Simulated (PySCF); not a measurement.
H6NSi2, charge -1, multiplicity 1. Atoms are numbered in the order given.

```xyz
9

Si     1.5521     0.0000     0.0709
N      0.0000     0.0000    -0.5292
Si    -1.5521     0.0000     0.0709
H      2.6096     0.0000    -1.0191
H      1.9689     1.1855     0.9393
H      1.9689    -1.1855     0.9393
H     -1.9689    -1.1855     0.9393
H     -2.6096     0.0000    -1.0191
H     -1.9689     1.1855     0.9393
```
Charge -1, spin multiplicity 1.

Geometry optimised at PBE0-D3(BJ)/def2-SVPD. The spin state was assumed, not searched. The isomer is the one that the SMILES or the coordinates give; other isomers of the formula were not compared.

Computed with PySCF with PBE0/pcSseg-1.

GIAO shieldings, no solvent; atoms alike by connectivity are averaged. δ = σ(ref) − σ: ²⁹Si against TMS (σ = 352.7 ppm); ¹⁵N against NH3 (σ = 267.4 ppm); ¹H against TMS (σ = 31.56 ppm), references at their B3LYP-D3(BJ)/def2-TZVP geometries, non-relativistic.

```
nucleus                   atoms  count  δ (ppm)
-------  ----------------------  -----  -------
²⁹Si                   Si1, Si3      2    -88.0
¹⁵N                          N2      1     13.4
¹H       H4, H5, H6, H7, H8, H9      6     5.38
```
